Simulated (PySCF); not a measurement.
GeB: frontier orbitals

PBE at R = 1.994 Å; Ge cc-pVDZ-PP with ECP10, B cc-pVDZ; scalar-relativistic core potentials (PySCF 2.14). State: ⁴Σ⁻ (quartet), unpaired electrons σ ↑, π ↑↑. Only the outer orbitals are listed, counted within each symmetry, core potentials removing the inner ones.

| spin | orbital | occ. | ε (eV) | on Ge (%) | main shells (%) |
| --- | --- | --- | --- | --- | --- |
| α | 5σ | 1 | -13.80 | 68 | 64 Ge s, 26 B s |
| α | 6σ | 1 | -8.91 | 43 | 55 B s, 27 Ge s, 15 Ge p |
| α | 3π | 1 | -5.56 | 57 | 56 Ge p, 43 B p |
| α | 3π | 1 | -5.56 | 57 | 56 Ge p, 43 B p |
| α | 7σ | 1 | -5.33 | 38 | 52 B p, 33 Ge p, 10 B s |
| α | 4π | 0 | -2.34 | 46 | 53 B p, 44 Ge p |
| α | 4π | 0 | -2.34 | 46 | 53 B p, 44 Ge p |
| α | 8σ | 0 | 1.25 | 84 | 80 Ge p, 25 B p |
| β | 5σ | 1 | -12.43 | 71 | 68 Ge s, 22 B s |
| β | 6σ | 1 | -7.32 | 52 | 47 B s, 28 Ge p, 24 Ge s |
| β | 3π | 0 | -4.03 | 64 | 63 Ge p, 36 B p |
| β | 3π | 0 | -4.03 | 64 | 63 Ge p, 36 B p |
| β | 7σ | 0 | -3.28 | 29 | 49 B p, 26 Ge p, 22 B s |

Task: Which are the highest filled and the lowest empty level, where do they sit, and how wide is the gap?

Result: Highest filled α 7σ at -5.33 eV (in %: 52 B p, 33 Ge p, 10 B s); lowest empty β 3π at -4.03 eV (in %: 63 Ge p, 36 B p); the gap at PBE is 1.30 eV.

```
bond order (Mayer)                              : 1.92
⟨S²⟩                                            : 3.751
charge on Ge (Mulliken, basis-dependent)        : 0.15
charge on Ge (Löwdin, basis-dependent)          : 0.16
dipole moment (positive dipole means Ge(−)B(+)) : -1.03 D
polarisability along the bond                   : 77.5 bohr³
polarisability across the bond                  : 29.1 bohr³
```

Spin–orbit coupling is left out. The state is the lowest determinant that a PBE0 search found; another state may lie lower at other levels.
